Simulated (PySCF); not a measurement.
1,1-dibromo-1-chloroethane (C2H3Br2Cl), SMILES CC(Cl)(Br)Br.

Geometry optimised at B3LYP-D3(BJ)/def2-SVP.

The numbers are results of PySCF with SMD-B3LYP/def2-SVP, not measurements.

Solvation free energies are E(SMD) − E(gas) at the gas-phase geometry, for 1 M in both phases. Bromine has the revised SMD18 radius of 2.60 Å. In vacuum the dipole moment is 1.60 D.

Computed solvation free energies in water, ethanol, chlorobenzene:
```
solvent        ΔG(solv) (kcal/mol)  its non-electrostatic (CDS) part  dipole (D)
-------------  -------------------  --------------------------------  ----------
water                         -1.9                               0.5        2.20
ethanol                       -6.4                              -4.2        2.17
chlorobenzene                 -6.5                              -4.7        2.04
```
